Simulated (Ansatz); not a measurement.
Species: HBOCl, charge 0, doublet. HBOCl (SMILES O[B]Cl, doublet).
B3LYP-D3(BJ)/def2-TZVP minimum from Ansatz (a quantum-chemistry and plane-wave program):
```xyz
4

B      0.3498     0.7281    -0.1869
Cl    -0.9102    -0.5041    -0.2177
O      1.5073     0.6385     0.4599
H      1.6657    -0.1798     0.9565
```
Charge 0, spin multiplicity 2.

Atomisation energy term by term, kcal/mol (programs: Ansatz). Open shells are spin-unrestricted; no spin-orbit coupling. Cores are frozen in correlated methods. Rows without X2C or -DK are non-relativistic. CBS(X,Y): correlation extrapolated as X^-3, Hartree-Fock from the larger set (Q,5: extrapolated as (X+1)exp(-9√X)). A bracket is a step between two methods taken in the basis named. '+ core + X2C': CCSD(T) terms for core correlation (cc-pwCVTZ, 1s frozen past Ne) and scalar relativity (cc-pVTZ-DK). For partners of very few electrons the exact lower level stands in for a higher one.

```json
[
 {"term": "Hartree-Fock", "basis": "CBS(cc-pV(Q+d)Z,cc-pV(5+d)Z)", "kcal/mol": "248.84"},
 {"term": "CCSD correlation", "basis": "CBS(cc-pV(Q+d)Z,cc-pV(5+d)Z)", "kcal/mol": "82.02"},
 {"term": "(T)", "basis": "CBS(cc-pV(Q+d)Z,cc-pV(5+d)Z)", "kcal/mol": "8.03"},
 {"term": "CCSDT(Q) - CCSD(T)", "basis": "cc-pV(D+d)Z", "kcal/mol": "0.53"},
 {"term": "core correlation", "basis": "cc-pwCVTZ", "kcal/mol": "1.61"},
 {"term": "scalar relativity", "basis": "X2C, cc-pVTZ-DK", "kcal/mol": "-0.53"},
 {"term": "sum: De", "basis": "", "kcal/mol": "340.5"}
]
```
